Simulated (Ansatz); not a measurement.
ZnMeF (CH₃FZn). Charge 0, multiplicity 1. Geometry PBE-D4/def2-TZVP, basis def2-TZVP, Ansatz.

```csv
run,HOMO (eV),LUMO (eV)
A,-8.93,-0.32
B,-8.36,-0.92
C,-11.53,1.49
D,-7.62,-1.41
E,-8.59,-0.91
F,-7.51,-1.42
```

LC-ωPBE has ω = 0.4 bohr⁻¹. B3LYP takes the VWN-RPA correlation. HSE06 is defined as in plane-wave codes, on full-range PBE exchange.

Q: The runs used B3LYP, BLYP, HSE06, LC-ωPBE, PBE, r2SCAN0. Estimate which is which.

A: A r2SCAN0 (25 % exact exchange); B HSE06 (range-separated); C LC-ωPBE (range-separated); D PBE (0 % exact exchange); E B3LYP (20 % exact exchange); F BLYP (0 % exact exchange). Exact exchange lowers occupied and raises empty levels; among semilocal functionals meta-GGAs tend to open the gap a little, and such runs are hard to tell apart. The gap grows from 6.08 eV (BLYP) to 13.02 eV (LC-ωPBE).
